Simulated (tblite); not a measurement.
A geometry optimisation, step by step.

C₈H₁₄Si.
Bonds: Si1–C2, C2–C3 (double), C3–C4 (double), C4–C5, C5–C6, C6–C7, C7–C8, C8–C9, C2–C9. Hydrogens: H10, H11, H12 on Si1; H13 on C4; H14, H15 on C5; H16, H17 on C6; H18, H19 on C7; H20, H21 on C8; H22, H23 on C9.

Computed with GFN2-xTB (tblite), gas phase: L-BFGS steps from a force-field or distance-geometry start until the largest atomic force falls under 0.01 eV/Å. 4 of its 156 geometries are shown.

Step 0: E = -704.1692 eV, largest atomic force 1.932 eV/Å
```
atom  x, y, z in Å  |  force x, y, z in eV/Å
Si1     2.963    1.133    0.813    0.728   0.172   1.199
C2      1.369    0.491    0.139    0.929  -1.443   0.790
C3      0.332    1.242    0.231   -1.719   0.794  -0.382
C4     -0.844    1.822    0.225    0.373   0.149  -0.175
C5     -2.119    1.081   -0.061   -0.359  -0.183   0.962
C6     -2.107   -0.432    0.198    0.141   0.201   0.220
C7     -1.224   -1.260   -0.758   -0.046  -0.401   0.635
C8      0.129   -1.727   -0.169   -0.130   0.111  -0.231
C9      1.348   -0.863   -0.523    0.108   0.174  -1.113
H10     3.027    2.614    0.696   -0.045  -0.362  -0.006
H11     4.091    0.546    0.063   -0.238   0.040   0.012
H12     3.099    0.758    2.245    0.155   0.144  -0.211
H13    -0.907    2.895    0.350   -0.072   0.113  -0.933
H14    -2.904    1.527    0.546   -0.359  -0.005   0.156
H15    -2.399    1.279   -1.111    0.284  -0.080   0.184
H16    -1.843   -0.629    1.259    0.063   0.136  -0.616
H17    -3.136   -0.775    0.082   -0.105   0.010  -0.044
H18    -1.090   -0.764   -1.718    0.125   0.199   0.122
H19    -1.796   -2.174   -0.970    0.102   0.044  -0.023
H20     0.058   -1.871    0.918   -0.039   0.265  -0.237
H21     0.321   -2.720   -0.588    0.127   0.041  -0.019
H22     2.237   -1.434   -0.257    0.115   0.169   0.156
H23     1.390   -0.709   -1.599   -0.140  -0.287  -0.444
```

Step 52: E = -705.6819 eV, largest atomic force 0.187 eV/Å
```
atom  x, y, z in Å  |  force x, y, z in eV/Å
Si1     2.660    0.951    1.213    0.007   0.025  -0.102
C2      1.317    0.547   -0.048   -0.024   0.059   0.028
C3      0.298    1.308   -0.332   -0.060   0.013   0.037
C4     -0.894    1.768   -0.562   -0.003  -0.077   0.000
C5     -2.089    1.130    0.105   -0.003   0.090   0.024
C6     -1.836   -0.341    0.476   -0.047   0.125  -0.005
C7     -1.187   -1.184   -0.641   -0.063   0.079   0.035
C8      0.239   -1.688   -0.350   -0.059  -0.027  -0.059
C9      1.403   -0.779   -0.774   -0.038   0.038   0.060
H10     2.767    2.395    1.416   -0.046  -0.003   0.013
H11     3.906    0.429    0.632    0.009   0.029   0.062
H12     2.414    0.277    2.491   -0.027  -0.020   0.006
H13    -1.103    2.570   -1.253    0.095   0.076  -0.032
H14    -2.355    1.688    1.010    0.007  -0.040   0.030
H15    -2.946    1.221   -0.574    0.123  -0.140  -0.009
H16    -1.206   -0.376    1.368   -0.051   0.020  -0.057
H17    -2.807   -0.777    0.730    0.097   0.004   0.096
H18    -1.198   -0.618   -1.573    0.065  -0.058  -0.001
H19    -1.817   -2.066   -0.793    0.080   0.020  -0.024
H20     0.332   -1.891    0.722   -0.010  -0.040  -0.106
H21     0.357   -2.630   -0.887    0.085  -0.127   0.049
H22     2.341   -1.271   -0.508   -0.026  -0.067  -0.055
H23     1.399   -0.636   -1.858   -0.110   0.022   0.010
```

Step 103: E = -705.7583 eV, largest atomic force 0.024 eV/Å
```
atom  x, y, z in Å  |  force x, y, z in eV/Å
Si1     2.507    0.848    1.285   -0.007   0.010   0.009
C2      1.296    0.537   -0.120    0.012   0.018  -0.010
C3      0.325    1.351   -0.425   -0.013  -0.008  -0.003
C4     -0.861    1.827   -0.645    0.000   0.010   0.003
C5     -2.038    1.150    0.018   -0.003  -0.007   0.003
C6     -1.666   -0.234    0.559   -0.006  -0.011   0.010
C7     -1.167   -1.207   -0.530   -0.004  -0.005   0.004
C8      0.274   -1.718   -0.366   -0.002  -0.003  -0.001
C9      1.357   -0.763   -0.889    0.006   0.007  -0.005
H10     2.425    2.247    1.700   -0.007   0.001   0.004
H11     3.855    0.524    0.808    0.011  -0.002   0.000
H12     2.187   -0.025    2.423    0.009  -0.011  -0.006
H13    -1.064    2.672   -1.286    0.008   0.009   0.001
H14    -2.424    1.769    0.834    0.009  -0.005  -0.007
H15    -2.835    1.052   -0.726    0.001   0.001   0.009
H16    -0.902   -0.118    1.330   -0.010   0.004  -0.012
H17    -2.551   -0.656    1.042    0.004   0.005  -0.002
H18    -1.258   -0.736   -1.510    0.003   0.000   0.007
H19    -1.821   -2.082   -0.533    0.006  -0.003  -0.010
H20     0.466   -1.937    0.686   -0.012   0.012   0.004
H21     0.367   -2.657   -0.919   -0.008  -0.014   0.008
H22     2.335   -1.235   -0.771    0.009  -0.001   0.003
H23     1.190   -0.582   -1.953   -0.005  -0.008  -0.009
```

Step 155: E = -705.7640 eV, largest atomic force 0.010 eV/Å
```
atom  x, y, z in Å  |  force x, y, z in eV/Å
Si1     2.519    0.841    1.272    0.001  -0.006  -0.002
C2      1.300    0.520   -0.124    0.002   0.008   0.003
C3      0.336    1.337   -0.441   -0.001   0.004   0.001
C4     -0.842    1.830   -0.665    0.002   0.000  -0.003
C5     -2.031    1.171   -0.004    0.007   0.001  -0.006
C6     -1.681   -0.213    0.552    0.005   0.001  -0.004
C7     -1.175   -1.201   -0.521   -0.001  -0.001  -0.005
C8      0.258   -1.723   -0.330   -0.004   0.001   0.003
C9      1.355   -0.793   -0.872   -0.002   0.008   0.003
H10     2.197    2.112    1.919    0.000  -0.006  -0.001
H11     3.877    0.869    0.716   -0.008  -0.002   0.003
H12     2.436   -0.258    2.244    0.003   0.008  -0.006
H13    -1.030    2.673   -1.313    0.000  -0.006   0.008
H14    -2.413    1.801    0.806    0.001   0.001  -0.004
H15    -2.826    1.079   -0.750   -0.005  -0.002   0.001
H16    -0.925   -0.096    1.329    0.001  -0.001   0.008
H17    -2.576   -0.620    1.027    0.000  -0.008   0.002
H18    -1.248   -0.738   -1.506    0.004   0.004  -0.003
H19    -1.838   -2.070   -0.530    0.000  -0.001   0.007
H20     0.438   -1.907    0.731   -0.005   0.002   0.007
H21     0.347   -2.682   -0.848   -0.002   0.004  -0.005
H22     2.328   -1.271   -0.742   -0.001  -0.002   0.000
H23     1.191   -0.632   -1.940    0.003  -0.006  -0.007
```

Question: Summarise the path.

Answer: The energy falls by 1.5948 eV from step 0 to step 155; nine tenths of that is first reached at step 40. It falls at every step. The largest force goes from 1.932 to 0.010 eV/Å. Among the bonds Si1–C2 changes most, from 1.846 to 1.881 Å; the atoms move by 0.774 Å rms after alignment.

Question: Follow the three bonds and two angles with the largest change from start to end.

Answer: 
```json
{"step": "0", "E above end (eV)": "1.5948", "largest force (eV/Å)": "1.932", "Si1–C2 (Å)": "1.846", "Si1–H10 (Å)": "1.487", "C6–H16 (Å)": "1.111", "C2–C3–C4 (°)": "169.4", "C3–C2–C9 (°)": "123.1"}
{"step": "7", "E above end (eV)": "0.9875", "largest force (eV/Å)": "0.654", "Si1–C2 (Å)": "1.879", "Si1–H10 (Å)": "1.488", "C6–H16 (Å)": "1.094", "C2–C3–C4 (°)": "169.3", "C3–C2–C9 (°)": "118.7"}
{"step": "13", "E above end (eV)": "0.6350", "largest force (eV/Å)": "0.648", "Si1–C2 (Å)": "1.872", "Si1–H10 (Å)": "1.439", "C6–H16 (Å)": "1.090", "C2–C3–C4 (°)": "172.6", "C3–C2–C9 (°)": "117.0"}
{"step": "20", "E above end (eV)": "0.3580", "largest force (eV/Å)": "0.361", "Si1–C2 (Å)": "1.890", "Si1–H10 (Å)": "1.472", "C6–H16 (Å)": "1.092", "C2–C3–C4 (°)": "165.1", "C3–C2–C9 (°)": "113.0"}
{"step": "27", "E above end (eV)": "0.2569", "largest force (eV/Å)": "0.290", "Si1–C2 (Å)": "1.888", "Si1–H10 (Å)": "1.470", "C6–H16 (Å)": "1.089", "C2–C3–C4 (°)": "161.2", "C3–C2–C9 (°)": "113.3"}
{"step": "34", "E above end (eV)": "0.1958", "largest force (eV/Å)": "0.235", "Si1–C2 (Å)": "1.887", "Si1–H10 (Å)": "1.467", "C6–H16 (Å)": "1.089", "C2–C3–C4 (°)": "162.8", "C3–C2–C9 (°)": "113.0"}
{"step": "40", "E above end (eV)": "0.1528", "largest force (eV/Å)": "0.191", "Si1–C2 (Å)": "1.882", "Si1–H10 (Å)": "1.464", "C6–H16 (Å)": "1.094", "C2–C3–C4 (°)": "164.2", "C3–C2–C9 (°)": "114.5"}
{"step": "47", "E above end (eV)": "0.1037", "largest force (eV/Å)": "0.140", "Si1–C2 (Å)": "1.883", "Si1–H10 (Å)": "1.462", "C6–H16 (Å)": "1.089", "C2–C3–C4 (°)": "164.8", "C3–C2–C9 (°)": "116.0"}
{"step": "54", "E above end (eV)": "0.0674", "largest force (eV/Å)": "0.197", "Si1–C2 (Å)": "1.885", "Si1–H10 (Å)": "1.463", "C6–H16 (Å)": "1.092", "C2–C3–C4 (°)": "164.5", "C3–C2–C9 (°)": "117.1"}
{"step": "61", "E above end (eV)": "0.0292", "largest force (eV/Å)": "0.093", "Si1–C2 (Å)": "1.883", "Si1–H10 (Å)": "1.462", "C6–H16 (Å)": "1.091", "C2–C3–C4 (°)": "162.3", "C3–C2–C9 (°)": "118.4"}
{"step": "67", "E above end (eV)": "0.0197", "largest force (eV/Å)": "0.074", "Si1–C2 (Å)": "1.881", "Si1–H10 (Å)": "1.462", "C6–H16 (Å)": "1.092", "C2–C3–C4 (°)": "162.6", "C3–C2–C9 (°)": "118.0"}
{"step": "74", "E above end (eV)": "0.0156", "largest force (eV/Å)": "0.041", "Si1–C2 (Å)": "1.881", "Si1–H10 (Å)": "1.462", "C6–H16 (Å)": "1.091", "C2–C3–C4 (°)": "162.7", "C3–C2–C9 (°)": "117.5"}
{"step": "81", "E above end (eV)": "0.0128", "largest force (eV/Å)": "0.050", "Si1–C2 (Å)": "1.882", "Si1–H10 (Å)": "1.462", "C6–H16 (Å)": "1.091", "C2–C3–C4 (°)": "162.8", "C3–C2–C9 (°)": "117.3"}
{"step": "88", "E above end (eV)": "0.0094", "largest force (eV/Å)": "0.058", "Si1–C2 (Å)": "1.885", "Si1–H10 (Å)": "1.463", "C6–H16 (Å)": "1.090", "C2–C3–C4 (°)": "162.7", "C3–C2–C9 (°)": "116.9"}
{"step": "94", "E above end (eV)": "0.0070", "largest force (eV/Å)": "0.032", "Si1–C2 (Å)": "1.881", "Si1–H10 (Å)": "1.462", "C6–H16 (Å)": "1.092", "C2–C3–C4 (°)": "162.7", "C3–C2–C9 (°)": "116.7"}
{"step": "101", "E above end (eV)": "0.0059", "largest force (eV/Å)": "0.018", "Si1–C2 (Å)": "1.880", "Si1–H10 (Å)": "1.462", "C6–H16 (Å)": "1.091", "C2–C3–C4 (°)": "162.1", "C3–C2–C9 (°)": "116.6"}
{"step": "108", "E above end (eV)": "0.0051", "largest force (eV/Å)": "0.028", "Si1–C2 (Å)": "1.882", "Si1–H10 (Å)": "1.462", "C6–H16 (Å)": "1.091", "C2–C3–C4 (°)": "162.0", "C3–C2–C9 (°)": "116.6"}
{"step": "115", "E above end (eV)": "0.0045", "largest force (eV/Å)": "0.019", "Si1–C2 (Å)": "1.881", "Si1–H10 (Å)": "1.462", "C6–H16 (Å)": "1.091", "C2–C3–C4 (°)": "162.1", "C3–C2–C9 (°)": "116.7"}
{"step": "121", "E above end (eV)": "0.0040", "largest force (eV/Å)": "0.014", "Si1–C2 (Å)": "1.881", "Si1–H10 (Å)": "1.462", "C6–H16 (Å)": "1.091", "C2–C3–C4 (°)": "162.3", "C3–C2–C9 (°)": "116.7"}
{"step": "128", "E above end (eV)": "0.0036", "largest force (eV/Å)": "0.015", "Si1–C2 (Å)": "1.881", "Si1–H10 (Å)": "1.462", "C6–H16 (Å)": "1.091", "C2–C3–C4 (°)": "162.3", "C3–C2–C9 (°)": "116.8"}
{"step": "135", "E above end (eV)": "0.0031", "largest force (eV/Å)": "0.026", "Si1–C2 (Å)": "1.880", "Si1–H10 (Å)": "1.461", "C6–H16 (Å)": "1.091", "C2–C3–C4 (°)": "162.2", "C3–C2–C9 (°)": "116.7"}
{"step": "142", "E above end (eV)": "0.0017", "largest force (eV/Å)": "0.040", "Si1–C2 (Å)": "1.879", "Si1–H10 (Å)": "1.462", "C6–H16 (Å)": "1.090", "C2–C3–C4 (°)": "162.5", "C3–C2–C9 (°)": "116.8"}
{"step": "148", "E above end (eV)": "0.0004", "largest force (eV/Å)": "0.021", "Si1–C2 (Å)": "1.881", "Si1–H10 (Å)": "1.463", "C6–H16 (Å)": "1.091", "C2–C3–C4 (°)": "162.5", "C3–C2–C9 (°)": "116.8"}
{"step": "155", "E above end (eV)": "0.0000", "largest force (eV/Å)": "0.010", "Si1–C2 (Å)": "1.881", "Si1–H10 (Å)": "1.462", "C6–H16 (Å)": "1.091", "C2–C3–C4 (°)": "162.3", "C3–C2–C9 (°)": "116.8"}
```

What follows is the cost of the whole relaxation. Time: 1.5 s. Hardware: one thread, Arm Neoverse V1 (aarch64), no GPU, shared host with 64 logical CPUs at a one-minute load of 30.
